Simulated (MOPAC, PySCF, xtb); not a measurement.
Noncovalent pair: ethylamine (SMILES CCN) (first 10 atoms) with HF (SMILES F); geometry from B3LYP-D3(BJ)/def2-TZVP, rigid monomers moved along the line of their centres of mass till N3···H12 is 1.85 Å.
(charge 0, multiplicity 1):
```json
[
 {"atom": "C", "x (Å)": "1.2488", "y (Å)": "0.4907", "z (Å)": "0.0162"},
 {"atom": "C", "x (Å)": "-0.2581", "y (Å)": "0.3102", "z (Å)": "-0.0588"},
 {"atom": "N", "x (Å)": "-0.6906", "y (Å)": "-0.7789", "z (Å)": "0.8387"},
 {"atom": "H", "x (Å)": "1.5661", "y (Å)": "1.3184", "z (Å)": "-0.6192"},
 {"atom": "H", "x (Å)": "1.5586", "y (Å)": "0.6969", "z (Å)": "1.0408"},
 {"atom": "H", "x (Å)": "1.7683", "y (Å)": "-0.4086", "z (Å)": "-0.3250"},
 {"atom": "H", "x (Å)": "-0.5677", "y (Å)": "0.1293", "z (Å)": "-1.0943"},
 {"atom": "H", "x (Å)": "-0.7585", "y (Å)": "1.2201", "z (Å)": "0.2771"},
 {"atom": "H", "x (Å)": "-1.6941", "y (Å)": "-0.9165", "z (Å)": "0.7888"},
 {"atom": "H", "x (Å)": "-0.2540", "y (Å)": "-1.6555", "z (Å)": "0.5716"},
 {"atom": "F", "x (Å)": "0.0106", "y (Å)": "-0.0406", "z (Å)": "3.4610"},
 {"atom": "H", "x (Å)": "-0.2743", "y (Å)": "-0.3696", "z (Å)": "2.5894"}
]
```

Monomers are frozen at their geometry in the pair; levels with a basis set take the counterpoise correction. Rows marked so take none.

Rows in 6-31G* carry no dispersion term and start afresh at each structure (6-31G* with six Cartesian d functions). The state that PM3 reach isn't checked.

Run with MOPAC for PM3 (differences of heats of formation); PySCF for 6-31G* rows; xtb for the GFN methods. Values without a source in brackets are computed.

Q: One of these levels gives -714.7 meV for the interaction energy. Name it.
A. PM3
B. GFN2-xTB
C. GFN-FF
D. BP86/6-31G* (no counterpoise)

A: D, BP86/6-31G* (no counterpoise). The others give -445.9 (GFN-FF), -269.6 (PM3), -556.0 (GFN2-xTB)
